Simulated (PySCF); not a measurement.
Two species compared at the same levels of theory.

First species: C8H10N2Si.
InChI=1S/C8H10N2Si/c11-6-7-5-10-4-2-1-3-8(10)9-7/h1-5H,6H2,11H3

Second species: C5H10N2.
SMILES with atom numbers: `[CH3:1][C:2]1=[N:3][NH:4][CH2:5][C@H:6]1[CH3:7]` (hydrogens: H8, H9, H10 on C1; H11 on N4; H12, H13 on C5; H14 on C6; H15, H16, H17 on C7)

Levels: CAM-B3LYP/def2-SVPD for HOMO energy, LUMO energy, HOMO–LUMO gap and static isotropic polarisability; TDDFT CAM-B3LYP/def2-SVPD for lowest singlet excitation; TDA CAM-B3LYP/def2-SVPD for lowest triplet excitation (Tamm–Dancoff). Geometries: PBE0-D3(BJ)/def2-SVP. Each species is one conformer at its optimised geometry, gas phase, non-relativistic unless stated; the electronic structure was computed with PySCF and density fitting.

Dipoles, sizes and rotational constants follow the conformer. The torsions of the flexible species, by atom-mapped SMILES:
- `[SiH3:1][CH2:2][c:3]1[cH:4][n:5]2[cH:6][cH:7][cH:8][cH:9][c:10]2[n:11]1`: Si1–C2–C3–C4 96°

The conformers of `CC1=NNC[C@H]1C` aren't listed.

(1) Which of the two has the higher LUMO energy, and by how much?

(2) Which of the two has the higher S1 energy, and by how much?

(3) Which has the higher HOMO–LUMO gap?

(4) Which has the higher T1 energy?

(5) Which of the two has the higher static isotropic polarisability, and by how much?

Answers

(1) The second: 1.23 eV against -0.07 eV, a difference of 1.30 eV.

(2) The second: 5.69 eV against 4.39 eV, a difference of 1.30 eV.

(3) The second: 8.54 eV against 7.23 eV, a difference of 1.31 eV.

(4) The second: 3.75 eV against 3.14 eV, a difference of 0.61 eV.

(5) The first: 138.9 au against 74.4 au, a difference of 64.5 au.

On the first: In wavenumbers S1 is 35400 cm⁻¹ (1 eV = 8065.54 cm⁻¹). The principal polarisabilities are 89.9, 127.6 and 199.2 au; their mean is the isotropic value.

On the second: The vertical singlet–triplet gap S1 − T1 is 1.94 eV (TDDFT singlet less Tamm–Dancoff triplet; S1: HOMO→LUMO, weight 0.55, beside HOMO→LUMO+1, weight 0.36; T1: HOMO→LUMO+1, weight 0.60). No computed singlet falls in the visible range (750 to 380 nm, 1.65 to 3.26 eV); S1 lies 2.43 eV above its blue end.
